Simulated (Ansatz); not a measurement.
Coupled-cluster run, CH4BFN2, SMILES `NC1(F)BN1`.

```yaml
crystal:
  periodic: [false, false, false]
  atoms:
    - {symbol: N, position_ang: [-0.576130, 0.299234, 1.221242]}
    - {symbol: C, position_ang: [0.281224, 0.087261, 0.127668]}
    - {symbol: F, position_ang: [1.458049, 0.843929, 0.243215]}
    - {symbol: B, position_ang: [0.267718, -1.102899, -0.859964]}
    - {symbol: N, position_ang: [-0.237835, 0.108357, -1.192813]}
    - {symbol: H, position_ang: [-0.678552, 1.287775, 1.425663]}
    - {symbol: H, position_ang: [-0.218720, -0.157938, 2.049039]}
    - {symbol: H, position_ang: [0.477926, -2.199896, -1.245780]}
    - {symbol: H, position_ang: [-0.685179, 0.787875, -1.785371]}
basis:
  gaussian: {orbitals: def2-SVP}
correlation: {method: ccsd_t}
```

```sh
$ ansatz run in.yaml --threads 2 --pin off --events-out ev --progress --plain --max-ram 4352MiB
```

Log, shortened:

```
Functional definition: HF
913 factors; integrals over basis functions are off by at most 1.3e-3 eV
mean field evaluation 1: about -7424.7709 eV, gradient 3.7e1 eV
mean field evaluation 2: about -7424.9229 eV, gradient 3.7e1 eV
mean field evaluation 4: about -7428.1181 eV, gradient 3.5e0 eV
mean field evaluation 8: about -7428.1654 eV, gradient 2.6e-1 eV
mean field -7428.16569438 eV, -272.9800542769 hartree, gradient 9.3e-7 eV, S^2 0.000000; 0 other end points of the search recorded, 0 dependent functions left out
5 core orbitals not correlated: weight in the atoms' cores, before any rotation towards them, 1.000 or more for the frozen orbitals, at most 0.000 for the correlated occupied ones
reference -7428.16569438 eV, -272.9800542769 hartree; 14, 14 occupied and 71, 71 virtual orbitals, 913 factors
second order -19.86221083 eV of doubles, -0.00000000 eV of singles
cycle   1  -20.15992788 eV  change   -3.0e-1 eV  update   9.9e-2
cycle   2  -20.63640651 eV  change   -4.8e-1 eV  update   2.9e-2
cycle   3  -20.75693566 eV  change   -1.2e-1 eV  update   1.6e-2
cycle   4  -20.74955331 eV  change    7.4e-3 eV  update   4.4e-3
cycle   5  -20.74694810 eV  change    2.6e-3 eV  update   2.1e-3
cycle   6  -20.74756035 eV  change   -6.1e-4 eV  update   7.2e-4
cycle   7  -20.74716808 eV  change    3.9e-4 eV  update   2.3e-4
cycle   8  -20.74704667 eV  change    1.2e-4 eV  update   7.5e-5
cycle   9  -20.74707063 eV  change   -2.4e-5 eV  update   3.0e-5
cycle  10  -20.74707724 eV  change   -6.6e-6 eV  update   1.1e-5
perturbative correction -0.59679477 eV, -0.0219318033 hartree
Total energy: -7449.50956639 eV, -273.7644271057 hartree
```

Run time 5 s (2 threads of an Arm Neoverse V1 on a shared host); peak host memory 0.38 GiB.

Correlation energy per correlated electron: -0.762 eV. T1 diagnostic: 0.0135.
